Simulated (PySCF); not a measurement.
B(H)(Br)2, HBBr₂, SMILES BrBBr, PBE0/def2-SVP optimised geometry.

```
4

B     -0.14     0.00     0.00
H      1.06     0.00     0.00
Br    -1.06     1.65     0.00
Br    -1.06    -1.65     0.00
```

Density from PBE0/def2-TZVP in PySCF at that geometry.

Minimum of the electron density along straight lines between bonded atoms, close to the bond critical point (lines longer than 1.1 times the sum of covalent radii, or with two minima, are not listed):

```tsv
bond	length / Å	ρ at the minimum / e bohr⁻³	∇²ρ there / e bohr⁻⁵	position (fraction from the first atom)
B1–H2	1.200	0.192	-0.48	0.44
B1–Br3	1.893	0.140	-0.22	0.30
B1–Br4	1.893	0.140	-0.22	0.30
```
